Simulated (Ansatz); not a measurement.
Geometry optimisation, Ansatz 0.2.0, RHF/def2-SVP.

The input (input.yaml):

```yaml
crystal:
  periodic: [false, false, false]
  atoms:
    - { symbol: C, position_ang: [0.86, -1.1852, -0.4487] }
    - { symbol: C, position_ang: [0.5358, 0.1382, 0.3126] }
    - { symbol: F, position_ang: [0.718, -0.1339, 1.6237] }
    - { symbol: Si, position_ang: [-1.0893, 0.8732, 0.1098] }
    - { symbol: F, position_ang: [-1.4391, 1.0908, -1.469] }
    - { symbol: Cl, position_ang: [-1.3051, 2.6847, 1.0739] }
    - { symbol: H, position_ang: [0.1618, -1.9412, -0.1432] }
    - { symbol: H, position_ang: [1.8689, -1.4719, -0.2674] }
    - { symbol: H, position_ang: [0.7044, -0.9783, -1.498] }
    - { symbol: H, position_ang: [1.2881, 0.8908, 0.0508] }
    - { symbol: H, position_ang: [-2.238, -0.0242, 0.6762] }
basis:
  gaussian: { orbitals: def2-SVP }
hamiltonian:
  xc: hf
relax:
  f_tol: 0.015
  max_steps: 40
```

Run as:

```bash
$ ansatz run input.yaml --threads 2 --pin off --max-ram 3072MiB --backend cpu --events-out ev --progress --plain --runs-dir out
```

**Question.** Where does it end, and by what steps?

**Answer.** The forces met the threshold. After 5 steps the energy has fallen by 0.372 eV; Si4 moved furthest, 0.09 Å.

```tsv
step	energy less start (eV)	largest force component (eV/Å)	accepted
0	0.0000	4.375	yes
1	-0.3023	0.906	yes
2	-0.3648	0.483	yes
3	-0.3713	0.234	yes
4	-0.3715	0.139	yes
5	-0.3725	0.012	yes
```

```xyz
11
Properties=species:S:1:pos:R:3
C 0.829 -1.138 -0.455
C 0.575 0.137 0.324
F 0.752 -0.115 1.670
Si -1.168 0.844 0.134
F -1.421 1.050 -1.439
Cl -1.292 2.681 1.038
H 0.118 -1.919 -0.181
H 1.834 -1.505 -0.245
H 0.743 -0.952 -1.527
H 1.306 0.896 0.038
H -2.211 -0.037 0.664
```

The run took 9.9 s on 2 threads of Arm Neoverse V2, with other jobs on the host, peak memory 0.26 GiB.
